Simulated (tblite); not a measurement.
C5H11BF2O.
Atom-mapped SMILES: `[CH3:1][O:2][CH2:3][C@H:4]([CH3:5])[CH2:6][B:7]([F:8])[F:9]` (hydrogens: H10, H11, H12 on C1; H13, H14 on C3; H15 on C4; H16, H17, H18 on C5; H19, H20 on C6)

Computed with GFN2-xTB (tblite), gas phase: L-BFGS steps from a force-field or distance-geometry start until the largest atomic force falls under 0.01 eV/Å.

Geometry at step 102:
```
atom  x, y, z in Å
C1      2.9603    0.8245   -0.5803
O2      1.6198    0.8809   -0.1684
C3      0.9939   -0.3820   -0.2288
C4     -0.4177   -0.3059    0.3565
C5     -1.0322   -1.7043    0.4034
C6     -1.2783    0.6495   -0.4840
B7     -2.6914    1.0481    0.0825
F8     -2.9271    1.3411    1.3541
F9     -3.7328    1.2428   -0.7082
H10     3.5147    0.0918    0.0214
H11     3.3864    1.8187   -0.4530
H12     3.0426    0.5342   -1.6357
H13     0.9440   -0.7120   -1.2780
H14     1.5829   -1.1208    0.3408
H15    -0.3388    0.1103    1.3633
H16    -1.9503   -1.7050    1.0056
H17    -0.3317   -2.4256    0.8522
H18    -1.2750   -2.0396   -0.6174
H19    -0.7369    1.6012   -0.5355
H20    -1.3373    0.2627   -1.5032
```

**Question.** Give the atomic forces at this geometry.

**Answer.** 
```
atom  Fx (eV/Å)  Fy (eV/Å)  Fz (eV/Å)
  C1     -0.011     -0.027     -0.028
  O2      0.009     -0.025      0.070
  C3     -0.029      0.014     -0.021
  C4     -0.021      0.027      0.024
  C5     -0.082     -0.259      0.013
  C6      0.000      0.064      0.018
  B7     -0.091      0.065      0.134
  F8      0.041     -0.149     -0.295
  F9      0.023     -0.028      0.120
 H10      0.074      0.094     -0.006
 H11     -0.052     -0.050      0.063
 H12     -0.024     -0.014     -0.019
 H13      0.022     -0.095     -0.011
 H14      0.006      0.056     -0.058
 H15      0.014     -0.079      0.071
 H16      0.263      0.039     -0.265
 H17     -0.278      0.281     -0.179
 H18      0.085      0.071      0.439
 H19      0.135     -0.044     -0.087
 H20     -0.085      0.059      0.017
```

The largest, 0.45 eV/Å, acts on H18; the rms over all components is 0.120 eV/Å. The forces sum to zero within rounding, as they must for an isolated molecule in no field.

**Question.** Give the force on H18 in Eh/bohr and in nN.

**Answer.** 0.453 eV/Å ÷ 51.422 = 0.00880 Eh/bohr, and 0.453 eV/Å × 1.602 = 0.73 nN.

**Question.** How far is this geometry from the end of the optimisation?

**Answer.** 0.054 eV above it, and 0.171 Å rms away after alignment. The bonds farthest from their final lengths, with half the difference of the two atoms' forces along the bond (positive lengthens):

```tsv
bond	now (Å)	final (Å)	force along bond (eV/Å)
C5–H17	1.101	1.087	-0.28
C5–H18	1.102	1.088	-0.27
C5–H16	1.098	1.087	-0.22
B7–F8	1.326	1.319	-0.24
C4–C5	1.528	1.525	+0.14
C3–H14	1.103	1.101	-0.01
```

The angle farthest from its final value is B7–C6–H19, 103.9° against 108.1°.

Of the 3 listed bonds off by 0.010 Å or more, this force points towards the final length in 3.

The cost below is that of the whole relaxation. On one thread, Arm Neoverse N1 (aarch64), on a shared host, this took 1.8 s wall.
